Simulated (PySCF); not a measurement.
C₄H₁₁O₃Si (doublet state).
Cartesian coordinates in Å at the GFN2-xTB level; atoms count from 1:
```xyz
19
C4H11O3Si angstrom
C     -1.0908    3.3402    0.1982
O     -1.3850    2.0604    0.4321
Si    -0.9007    0.6554   -0.2219
C      0.9440    0.2679    0.1299
O      1.1546   -1.0969   -0.1989
C      2.4673   -1.5251    0.0482
O     -1.8960   -0.3366    0.5661
C     -1.8372   -1.7326    0.6256
H     -0.4765    3.6106   -0.6384
H     -1.6590    4.0655    0.7455
H     -1.1138    0.6221   -1.6707
H      1.1962    0.4334    1.1892
H      1.6306    0.8970   -0.4555
H      3.1925   -0.9448   -0.5371
H      2.7233   -1.4322    1.1119
H      2.5190   -2.5717   -0.2469
H     -1.4910   -2.1543   -0.3176
H     -1.1494   -2.0459    1.4130
H     -2.8381   -2.1032    0.8501
```

The hyperfine couplings belong to this conformer and change with its torsions.

The species is `[CH2]O[Si@@H](COC)OC` [radical].

Method used: UKS B3LYP, pcH-1 on C H O Si, non-relativistic, mean-field spin-orbit, GIAO in PySCF 2.14.0. The structure is a single GFN2-xTB conformer in the gas phase; no vibrational or solvent corrections. GFN2-xTB frequencies show an imaginary mode (87i cm⁻¹), so this geometry is no minimum at that level. Couplings are sensitive to structure, and on GFN2-xTB geometries they can be far from those on DFT ones. Stability of the SCF solution: not tested.

Principal values of hyperfine tensors in MHz (contact, dipolar and spin–orbit terms together), for some of the nuclei:

```
atom  isotope      A1      A2      A3
  C1      13C   18.49   20.65  256.33
 H10       1H  -98.69  -61.23  -23.12
  H9       1H  -97.56  -59.72  -21.80
  O2      17O  -72.18   14.20   15.72
 H11       1H    1.88    2.18    8.55
  C4      13C    1.79    2.27    3.68
 H18       1H    0.19    0.23    1.87
  C6      13C    0.31    0.33    0.65
```

Q: Give the isotropic coupling of each nucleus in MHz and in mT (g = 2.0033), and the anisotropic part.

A: a_iso = (A1 + A2 + A3)/3, Ti = Ai − a_iso; 1 mT corresponds to 28.038 MHz.

```
atom  a_iso (MHz)  a_iso (mT)      T1      T2      T3
  C1        98.49       3.513  -80.00  -77.84  157.84
 H10       -61.01      -2.176  -37.68   -0.22   37.89
  H9       -59.69      -2.129  -37.87   -0.02   37.89
  O2       -14.09      -0.502  -58.09   28.29   29.81
 H11         4.20       0.150   -2.32   -2.02    4.35
  C4         2.58       0.092   -0.79   -0.31    1.10
 H18         0.76       0.027   -0.57   -0.54    1.11
  C6         0.43       0.015   -0.12   -0.11    0.22
```

Q: What spin density at the nucleus of C4 lies behind its contact coupling (g_N = 1.40482)?

A: a_FC = (2μ0/3) gₑ μB g_N μN ρ(0)/(2S·h) = 800.24 MHz × g_N × ρ(0)/(2S), with ρ in bohr⁻³. With a_FC = 2.58 MHz and 2S = 1, ρ(0) = 0.002296 bohr⁻³.

Q: Si3 (29Si, g_N = -1.11058) isn't in the table. Its spin density at the nucleus is -0.00453 bohr⁻³. What is its contact coupling?

A: By the same relation, a_FC = 4.03 MHz. Its full tensor has the principal values 2.41, 3.96, 5.75 MHz.

Q: Which nucleus of the table has the largest anisotropic coupling, and what is its form?

A: C1: -80.0, -77.8, 157.8 MHz, axial, in the ratio −1:−1:+2, the form that spin in one p orbital centred on that nucleus gives.

Q: In a single crystal, with the field along each principal axis of the tensor of C1 in turn, what first-order splitting does this nucleus give (isotropic g, quadrupole terms neglected)?

A: 2 lines (I = 1/2), spaced by |A_i|/(g × 13.996): 0.66, 0.74, 9.14 mT along the axes of A1, A2 and A3.
